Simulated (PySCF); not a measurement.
## 19F chemical shifts

PySCF calculation with geometry from GFN2-xTB and σ from GIAO-PBE0/pcSseg-1; non-relativistic, fast rotation and ring inversion assumed for equivalent nuclei, in vacuum, a single conformation.

Shieldings were converted by a linear fit to measured shifts: 19F (scatter 6.0 ppm rms, 7.0 ppm with the 5 outliers that the fit left out vs CFCl3, solution or neat liquid, with a term for F on sp3 carbon). A few per cent of atoms miss by over 2 rms, more outside the fitted compound classes.

(1) Give the 19F shifts of `CC(C)(CF)OCC(F)(F)F`, `N#CC1=C[C@@H]2C=C(F)[C@H]1O2`.

(2) Order these by 19F shift, lowest first.
A. FC(F)(F)[Si@@]1(C[SiH3])CCN1
B. C[P@](=O)(O)c1ccccc1F
C. C[Si@@]1(P)C[C@H]1F

## Answers

(1) 
```tsv
compound	environment	δ (ppm)
[CH3:1][C:2]([CH3:3])([CH2:4][F:5])[O:6][CH2:7][C:8]([F:9])([F:10])[F:11]	F9/10/11: fluorine of a CF3 group (×3)	-71.3
[CH3:1][C:2]([CH3:3])([CH2:4][F:5])[O:6][CH2:7][C:8]([F:9])([F:10])[F:11]	F5: fluorine on an sp3 carbon	-223.8
N#CC1=C[C@@H]2C=C(F)[C@H]1O2	vinylic fluorine	-112.6
```

(2) C (-220.5 ppm, fluorine on an sp3 carbon), B (-108.8 ppm, aryl fluorine), A (-68.9 ppm, fluorine of a CF3 group).
